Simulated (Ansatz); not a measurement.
Relaxation of C₂H₄ClFOSi (10 atoms, charge 0, multiplicity 1), to a largest force component of 0.015 eV/Å in at most 40 steps.

Theory: RKS LDA/def2-SVP (Ansatz 0.2.0).

```xyz
10
Properties=species:S:1:pos:R:3:forces:R:3
F 1.196 -2.324 -0.416 -0.41 1.23 0.07
C 1.047 -0.953 -0.141 1.81 -2.51 -0.32
Cl 2.280 -0.533 1.024 1.54 0.45 0.24
Si -0.554 -0.587 0.563 -1.49 2.43 -0.19
C -0.284 -1.007 2.803 -0.87 -0.92 -3.41
O -1.192 -1.399 1.813 -1.15 -2.30 2.84
H 1.271 -0.393 -1.058 -0.04 0.34 -0.50
H -0.826 0.896 0.717 0.24 -0.15 -0.09
H -0.371 -0.044 3.193 -0.63 2.32 1.19
H 0.697 -1.436 2.756 1.01 -0.89 0.17
```

Task: Where does it end, and by what steps?

Result: The run converged. After 19 steps the energy has fallen by 2.436 eV; Cl3 moved furthest, 1.33 Å.

```
step  energy less start (eV)  largest force component (eV/Å)  accepted
   0                  0.0000                           3.412       yes
   1                 -0.8115                           2.634       yes
   2                 -1.3021                           1.325       yes
   3                 -1.6582                           1.533       yes
   4                 -1.9686                           1.790       yes
   5                 -2.1281                           1.087       yes
   6                 -2.2078                           0.519       yes
   7                 -2.2910                           0.322       yes
   8                 -2.3002                           0.158       yes
   9                 -2.3083                           0.074       yes
  10                 -2.3202                           0.604       yes
  11                 -2.3429                           0.753       yes
  12                 -2.3806                           0.481       yes
  13                 -2.4128                           0.280       yes
  14                 -2.4315                           0.173       yes
  15                 -2.4355                           0.034       yes
  16                 -2.4359                           0.033       yes
  17                 -2.4361                           0.049       yes
  18                 -2.4361                           0.024       yes
  19                 -2.4361                           0.010       yes
```

```xyz
10
Properties=species:S:1:pos:R:3
F 1.520 -2.209 0.340
C 1.161 -0.997 -0.124
Cl 2.549 0.142 -0.089
Si -0.090 -0.193 1.042
C -0.388 -1.029 2.626
O -1.353 -1.196 1.557
H 0.860 -1.086 -1.194
H -0.407 1.226 0.703
H -0.773 -0.487 3.516
H 0.184 -1.949 2.876
```

Run time: 42 s on 2 threads of Arm Neoverse V1, with other jobs on the host, peak memory 0.18 GiB.
